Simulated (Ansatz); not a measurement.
Compare A (`BN(C)[SiH2]C`) with its isomer B (`CB(C)N[SiH3]`).

Program: Ansatz. Geometries: PBE0-D4/def2-TZVP. ΔE: electronic, gas phase. CCSD(T)/CBS adds triple-zeta CCSD(T) − MP2 to the extrapolated MP2 energy (def2 sets, frozen cores). Functionals use def2-TZVPP. B3LYP here is the variant with VWN-RPA as its local correlation; programs differ in this. Each species was taken in one conformer, which may not be the lowest.

(1) Which is lower in electronic energy at CCSD(T)/CBS, and by how much? (Best estimate.)

(2) Give E(B) − E(A) in kcal/mol with B3LYP-D4, CCSD/def2-TZVPP, BLYP-D4, PBE0-D4, B3LYP, ωB97M-V, B2PLYP. (An estimate is asked.)

(3) Does the order hold for the free energy at 298.15 K (harmonic terms from PBE0-D4)? (An estimate is asked.)

Largest T1 diagnostic: 0.012.

Answers

(1) The calculation gave: B, by 17.8 kcal/mol.

(2) Computed: B3LYP-D4 -17.6, CCSD/def2-TZVPP -17.9, BLYP-D4 -17.0, PBE0-D4 -18.5, B3LYP -18.0, ωB97M-V -18.2, B2PLYP -17.8. None reverses the order clearly.

(3) Computed: Yes: G(B) − G(A) = -18.9 kcal/mol, for one conformer each. Modes under 60 cm⁻¹, often nearly free rotors, make the harmonic entropy too high.

From BLYP to BHLYP (50 % exact exchange), in def2-TZVPP and without D4, E(B) − E(A) moves by −0.9 kcal/mol. Leaving LDA and LC-ωPBE aside and taking each functional with its dispersion term where it has one, the values, not all of them listed here, spread over 3.7 kcal/mol, from B97M-V to BLYP-D4.
